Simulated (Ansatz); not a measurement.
ZrS₂. Charge 0, multiplicity 1. Geometry B3LYP-D4/def2-TZVP.

Cartesian coordinates in Å:
```
Zr -0.193 -1.276 0.572
S 1.025 0.712 0.192
S -0.832 0.564 -0.764
```

In the def2 sets Zr takes a core potential; there is no spin–orbit coupling. The restricted singlet is unstable towards broken spin symmetry at other levels; at PBE-D4/def2-SVP, PBE-D4/def2-TZVPD, r2SCAN-D4/def2-TZVPD, BHLYP-D4/def2-TZVP and others this wasn't settled. At PBE0-D4/def2-TZVP a triplet of charge 0 lies 0.29 eV below the restricted singlet, each at its own geometry. The structure comes from a short search, and lower isomers may exist.

Task: Estimate the orbital energies around the gap (eV) in Ansatz with PBE-D4/def2-SVP, PBE-D4/def2-TZVPD, r2SCAN-D4/def2-TZVPD, BHLYP-D4/def2-TZVP, CAM-B3LYP-D4/def2-TZVP.

Result: 
```tsv
orbital	PBE-D4/def2-SVP	PBE-D4/def2-TZVPD	r2SCAN-D4/def2-TZVPD	BHLYP-D4/def2-TZVP	CAM-B3LYP-D4/def2-TZVP
HOMO−13	-155.67	-155.38	-158.11	-168.38	-162.49
HOMO−12	-155.67	-155.38	-158.11	-168.38	-162.49
HOMO−11	-55.51	-55.54	-57.50	-63.65	-61.30
HOMO−10	-33.10	-33.17	-34.37	-38.61	-37.59
HOMO−9	-33.05	-33.09	-34.31	-38.51	-37.57
HOMO−8	-32.83	-32.93	-34.00	-38.19	-37.30
HOMO−7	-19.59	-19.41	-20.21	-23.54	-23.08
HOMO−6	-15.41	-15.42	-16.02	-18.96	-18.72
HOMO−5	-9.53	-9.47	-9.79	-11.35	-11.58
HOMO−4	-8.75	-8.70	-9.01	-10.77	-11.00
HOMO−3	-8.39	-8.39	-8.65	-10.45	-10.72
HOMO−2	-7.04	-7.03	-7.27	-8.91	-9.16
HOMO−1	-5.65	-5.68	-5.83	-7.26	-7.60
HOMO	-3.99	-4.03	-4.15	-5.59	-5.98
LUMO	-3.59	-3.64	-3.43	-1.74	-1.54
LUMO+1	-3.21	-3.27	-3.15	-1.65	-1.47
LUMO+2	-3.17	-3.23	-3.10	-1.50	-1.36
LUMO+3	-3.12	-3.19	-3.01	-1.38	-1.26
LUMO+4	-2.87	-2.96	-2.81	-1.28	-1.14
LUMO+5	-1.32	-1.57	-1.33	0.36	0.48
```
